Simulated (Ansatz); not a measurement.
Isomers of CH3FO2Si, relaxed with PBE0-D4/def2-TZVP in Ansatz; electronic energies, one conformer each and not always the lowest. Functionals use def2-TZVPP; CBS adds triple-zeta CCSD(T) − MP2 to the MP2 limit of def2-TZVPP and def2-QZVPP.

Order them by energy at frozen-core CCSD(T)/CBS, lowest first. (Best estimate.)
A. `O[Si]1(F)CO1`
B. `FC1O[SiH2]O1`
C. `O[Si@H]1O[C@H]1F`

A (0.0 kJ/mol), B (155.4 kJ/mol), C (206.1 kJ/mol).

How do B2PLYP, MP2/CBS(def2), PBE0-D4, PBE-D4 place them (kJ/mol, against `O[Si]1(F)CO1`)? (Estimate.)

The calculation gave: 
```csv
isomer,B2PLYP,MP2/CBS(def2),PBE0-D4,PBE-D4
`O[Si@H]1O[C@H]1F`,201.0,214.2,189.9,179.7
`FC1O[SiH2]O1`,151.3,166.7,137.9,141.7
```
